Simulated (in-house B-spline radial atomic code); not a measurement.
**RPA and G0W0 on LC-wPBE: the arsenic ion As³⁺**

Configuration [Ar] 3d10 4s2, mean-field start LC-wPBE. Computed with an all-electron radial atomic-structure program (B-spline basis): all electrons, non-relativistic, point nucleus, each spin shell either full or empty, empty states to l = 9 with an (l + 1/2)⁻⁴ tail; G0W0 by contour deformation at full frequency.

Command:
```bash
python run_gw.py task.json out
```
Settings (radii: box in bohr, nucleus in fm):
```
Z                        33
electrons                30
configuration            [Ar] 3d10 4s2
hamiltonian              nr
method                   lc_wpbe
lmax                     9
spin_polarised           False
box_radius               14.14
intervals                51
ion_configuration        [Ar] 3d10 4s1
```

Cost of the run: 3 s on 1 thread of AMD EPYC 7R13 Processor, on a shared host.

Energies (hartree):

```
                                     term        value
                         mean-field total  -2233.47222
Hartree-Fock functional on these orbitals  -2232.19717
                      direct second order       -2.559
                    second-order exchange      0.73705
                         SOSEX correction      0.67555
```

(1) What is the RPA correlation energy, and what remains with SOSEX?

Quasi-particle levels (eV):

| level | occupied | mean field | Σx - vxc | Σc | QP weight | G0W0 |
| --- | --- | --- | --- | --- | --- | --- |
| 4s | yes | -48.03 | 0.53 | ? | ? | ? |
| 3d | yes | -81.59 | -11.06 | 3.24 | 0.899 | -89.42 |
| 4p | no | -28.880 | 1.93 | -1.31 | 0.969 | -28.259 |

G0W0 = mean field + (Σx - vxc) + Σc, with Σc (partial-wave tail included) taken at the quasi-particle energy. Only the outer levels were computed. Levels of low weight are left out.

(2) Where does G0W0 put 4s?

(3) What does it cost to remove one electron (to [Ar] 3d10 4s1) by differences of total energies, each species on its own start (correlation terms add to the Hartree-Fock functional)?

Answers

(1) RPA gives -2.2097 hartree (-2 eV per electron); RPA + SOSEX gives -1.5342, and the second-order doubles -1.822 hartree (no singles). RPA lacks exchange-type terms and so overcorrelates at short range.

(2) At -49.43 eV, with Σc = -1.93 eV and a quasi-particle weight of 0.968. The tabulated removal energy is 50.15 ± 0.06 eV (NIST, measured); the calculation leaves out relativity, Breit and QED terms, and what these don't explain is the method's own error.

(3) LC-wPBE 49.15 eV, Hartree-Fock functional 47.07 eV, + RPA 49.11 eV, + RPA + SOSEX 48.65 eV, + second order 49.35 eV. Tabulated: 50.15 ± 0.06 eV (NIST, measured); the calculation leaves out relativity, Breit and QED terms, and what these don't explain is the method's own error.
